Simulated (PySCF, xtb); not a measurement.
C₅H₇F, SMILES C=C[C@@H]1C[C@@H]1F. The values are those of a single conformer.

Harmonic wavenumbers (cm⁻¹) from xtb with GFN2-xTB at its own minimum, in rising order: 86, 180, 273, 369, 424, 523, 688, 814, 850, 865, 889, 970, 1013, 1020, 1028, 1068, 1078, 1129, 1183, 1221, 1265, 1308, 1370, 1419, 1452, 1707, 3040, 3049, 3074, 3098, 3103, 3117, 3137.

**Question.** What does PBE0-D3(BJ)/def2-SVP (PySCF) give at its own minimum? (Estimate from the structure and the level; the computed values follow.)

**Answer.** 102, 188, 270, 376, 446, 553, 728, 786, 821, 865, 930, 984, 1014, 1023, 1054, 1085, 1116, 1174, 1218, 1249, 1297, 1348, 1393, 1443, 1495, 1742, 3155, 3161, 3175, 3185, 3189, 3259, 3266. Paired by order, the mean absolute difference is 43 cm⁻¹ and the zero-point energies are 65.5 and 67.3 kcal/mol.
